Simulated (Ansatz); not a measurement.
`FC(F)C1OC1(F)F`, 10 atoms. Total charge 0; spin multiplicity 1. All runs use 4 threads of an Arm Neoverse V2 on a shared host. Correlated methods freeze the cores.

Q: Give the basis size and wall time and peak host memory of each of these runs in Ansatz. RKS PBE0-D4/def2-SVP energy; RKS PBE0-D4/def2-QZVPP energy; RKS PBE0-D4/def2-TZVP frequencies; RKS BLYP-D4/def2-TZVPP energy; RHF-CCSD(T)/def2-SVP energy; RKS ωB97M-V/def2-SVP energy; RKS CAM-B3LYP-D4/def2-TZVPP energy; RHF-CCSD(T)/def2-TZVPP energy; RKS ωB97M-V/def2-QZVPP energy; RKS PBE0-D4/def2-TZVP relaxation (6 steps); RHF-MP2/def2-QZVPP energy; direct RPA on PBE orbitals/def2-TZVPP energy. (Best estimate.)

A: The calculation gave: Other jobs shared the machine, so times are rough.

```csv
level,job,functions,wall time,peak host memory (GiB)
RKS PBE0-D4/def2-SVP,energy,122,1.7 s,0.58
RKS BLYP-D4/def2-TZVPP,energy,276,2.9 s,0.37
RKS CAM-B3LYP-D4/def2-TZVPP,energy,276,5 s,0.85
RKS ωB97M-V/def2-SVP,energy,122,5.5 s,0.58
direct RPA on PBE orbitals/def2-TZVPP,energy,276,9.5 s,0.79
RKS PBE0-D4/def2-QZVPP,energy,516,12 s,2
RHF-CCSD(T)/def2-SVP,energy,122,25 s,0.87
RKS ωB97M-V/def2-QZVPP,energy,516,26 s,2.4
RHF-MP2/def2-QZVPP,energy,516,39 s,3.8
RKS PBE0-D4/def2-TZVP,relaxation (6 steps),260,41 s,0.77
RKS PBE0-D4/def2-TZVP,frequencies,260,4.3 min,0.78
RHF-CCSD(T)/def2-TZVPP,energy,276,13 min,8.9
```
